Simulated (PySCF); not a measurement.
Isomers of C4H3N. All species are isolated molecules in the gas phase. Strings in code marks are SMILES.

Level of theory: PBE-D3(BJ)/def2-TZVP // B3LYP-D3(BJ)/def2-TZVP in PySCF 2.14.0. 

| species | dipole moment (D) | HOMO (eV) |
|---|---|---|
| `C#CNC#C` | 1.21 | -5.33 |
| `N#CC1C=C1` | ? | -7.33 |
| `N=c1c2c1C2` | 3.05 | -6.05 |
| `N#CC#CC` | ? | -7.19 |
| `C(CC#N)#C` | ? | -7.29 |
| `N#CC1=CC1` | 3.91 | -6.92 |
| `C#CC#CN` | 2.91 | -5.17 |
| `C#CN=C=C` | ? | -5.79 |
| `C1C(C=1)=C=N` | 3.16 | -4.34 |
| `C#CC=C=N` | 1.62 | -5.48 |
| `C=C=CC#N` | 4.33 | ? |
| `C=C=C=C=N` | 1.42 | ? |

**Question.** What belongs in the gaps?

**Answer.** 
- `N#CC1C=C1`, dipole moment (D): 4.47
- `N#CC#CC`, dipole moment (D): 5.30
- `C(CC#N)#C`, dipole moment (D): 3.61
- `C#CN=C=C`, dipole moment (D): 1.13
- `C=C=CC#N`, HOMO (eV): -7.08
- `C=C=C=C=N`, HOMO (eV): -5.44
